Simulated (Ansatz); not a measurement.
GeH4S⁻, that is Ge(SH)H3 with one electron more. Total charge -1; doublet. Geometry r2SCAN-D4/def2-TZVP, that of the neutral singlet.

```
atom   x (Å)   y (Å)   z (Å)
 Ge1  -0.056  -0.255   0.491
  S2  -0.395   1.279  -1.085
  H3   0.445   0.710  -1.966
  H4  -0.931   0.191   1.663
  H5   1.422  -0.285   0.902
  H6  -0.485  -1.641  -0.005
```

At PBE-D4/def2-TZVPD, r2SCAN-D4/def2-TZVPD, PBE0-D4/def2-TZVPD the highest occupied level of the charge -1 doublet lies above zero (up to 2.35 eV). By energy differences it is unbound by 0.85 eV (vertical, to the charge 0 singlet, at r2SCAN-D4/def2-TZVPD) and held by the finite basis.

Estimate the α-spin orbital energies around the gap (eV) in Ansatz with PBE-D4/def2-TZVPD, r2SCAN-D4/def2-TZVPD, PBE0-D4/def2-TZVPD.


```json
{"orbital": "HOMO−5", "PBE-D4/def2-TZVPD": "-5.83", "r2SCAN-D4/def2-TZVPD": "-6.19", "PBE0-D4/def2-TZVPD": "-7.25"}
{"orbital": "HOMO−4", "PBE-D4/def2-TZVPD": "-4.60", "r2SCAN-D4/def2-TZVPD": "-4.92", "PBE0-D4/def2-TZVPD": "-6.00"}
{"orbital": "HOMO−3", "PBE-D4/def2-TZVPD": "-4.36", "r2SCAN-D4/def2-TZVPD": "-4.66", "PBE0-D4/def2-TZVPD": "-5.70"}
{"orbital": "HOMO−2", "PBE-D4/def2-TZVPD": "-3.58", "r2SCAN-D4/def2-TZVPD": "-3.84", "PBE0-D4/def2-TZVPD": "-4.83"}
{"orbital": "HOMO−1", "PBE-D4/def2-TZVPD": "-1.80", "r2SCAN-D4/def2-TZVPD": "-2.02", "PBE0-D4/def2-TZVPD": "-3.01"}
{"orbital": "HOMO", "PBE-D4/def2-TZVPD": "2.32", "r2SCAN-D4/def2-TZVPD": "2.35", "PBE0-D4/def2-TZVPD": "2.02"}
{"orbital": "LUMO", "PBE-D4/def2-TZVPD": "2.64", "r2SCAN-D4/def2-TZVPD": "2.90", "PBE0-D4/def2-TZVPD": "3.14"}
{"orbital": "LUMO+1", "PBE-D4/def2-TZVPD": "3.16", "r2SCAN-D4/def2-TZVPD": "3.42", "PBE0-D4/def2-TZVPD": "3.61"}
{"orbital": "LUMO+2", "PBE-D4/def2-TZVPD": "3.34", "r2SCAN-D4/def2-TZVPD": "3.74", "PBE0-D4/def2-TZVPD": "3.77"}
{"orbital": "LUMO+3", "PBE-D4/def2-TZVPD": "3.55", "r2SCAN-D4/def2-TZVPD": "3.92", "PBE0-D4/def2-TZVPD": "3.95"}
{"orbital": "LUMO+4", "PBE-D4/def2-TZVPD": "3.93", "r2SCAN-D4/def2-TZVPD": "4.33", "PBE0-D4/def2-TZVPD": "4.56"}
{"orbital": "LUMO+5", "PBE-D4/def2-TZVPD": "4.03", "r2SCAN-D4/def2-TZVPD": "4.45", "PBE0-D4/def2-TZVPD": "4.67"}
{"orbital": "β HOMO", "PBE-D4/def2-TZVPD": "-1.73", "r2SCAN-D4/def2-TZVPD": "-1.95", "PBE0-D4/def2-TZVPD": "-2.94"}
{"orbital": "β LUMO", "PBE-D4/def2-TZVPD": "2.83", "r2SCAN-D4/def2-TZVPD": "3.15", "PBE0-D4/def2-TZVPD": "3.47"}
```
